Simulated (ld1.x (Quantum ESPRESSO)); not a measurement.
## Ta: excitation energies, all-electron against PAW

- Element: Ta (Z = 73)
- Generator: ld1.x (Quantum ESPRESSO) 7.5
- Type: PAW
- Functional: PBEsol
- Relativity: scalar-relativistic
- Frozen core: [Kr] 4d10 4f14
- Valence charge: 13
- Reference configuration: 5s2 5p6 5d2 6s0 6p0 (charge +3)
- Partial waves: 5s (bound): rcut 1.50, rcutus 1.80 bohr; 6s (bound, empty): rcut 1.50, rcutus 1.80 bohr; 5p (bound): rcut 1.70, rcutus 2.40 bohr; 6p (bound, empty): rcut 1.70, rcutus 2.40 bohr; 5d (bound): rcut 1.35, rcutus 1.65 bohr; 5d channel at 2.2 Ry: rcut 1.35, rcutus 1.65 bohr
- Local potential: all-electron potential smoothed inside 1.30 bohr (lloc = -1)
- Core correction: a·sin(br)/r model core, default radius (ld1.x builds one for every PAW set, though the input has nlcc=.false.)
- Augmentation charge: GAUSS, radius 1.00 bohr

Energies are relative to the spin-unpolarised reference configuration 5s2 5p6 5d2 6s0 6p0; without spin polarisation the order of configurations can differ from experiment. Not all tests gave a result: test run stopped at test 7 of 7 (negative rho).

```json
{"valence configuration": "5s2 5p6 5d3 6s2 6p0", "charge": "0", "ΔE all-electron (eV)": "-47.092", "error AE − PS (meV)": "+31"}
{"valence configuration": "5s2 5p6 5d3 6s1 6p0", "charge": "+1", "ΔE all-electron (eV)": "-38.587", "error AE − PS (meV)": "+7.7"}
{"valence configuration": "5s2 5p6 5d3 6s0 6p0", "charge": "+2", "ΔE all-electron (eV)": "-23.610", "error AE − PS (meV)": "-12"}
{"valence configuration": "5s1 5p6 5d3 6s2 6p0", "charge": "+1", "ΔE all-electron (eV)": "32.158", "error AE − PS (meV)": "-129"}
{"valence configuration": "5s2 5p5 5d3 6s2 6p0", "charge": "+1", "ΔE all-electron (eV)": "-2.076", "error AE − PS (meV)": "+1372"}
```

Problem. What are ΔE and the potential's error for 5s2 5p6 5d2 6s2 6p0?

Solution. ΔE = -39.368 eV all-electron; the error (AE − PS) is +38 meV.

Levels in the configuration 5s1 5p6 5d3 6s2 6p0:

```json
{"level": "5s", "all-electron (eV)": "-86.014", "pseudo (eV)": "-86.360"}
{"level": "5p", "all-electron (eV)": "-51.680", "pseudo (eV)": "-51.860"}
{"level": "5d", "all-electron (eV)": "-13.525", "pseudo (eV)": "-13.597"}
{"level": "6s", "all-electron (eV)": "-12.995", "pseudo (eV)": "-13.024"}
```

These tests converged, but a pseudo level misses the all-electron one widely, so the file describes the atom poorly there or has found another state: 5s2 5p5 5d3 6s2 6p0: 5p by 4.6 eV (a node warning on the way). ld1.x printed “convergence not achieved” for 1 of the counted tests; its residual had stalled under 1e-8, short of the target of 1e-14.
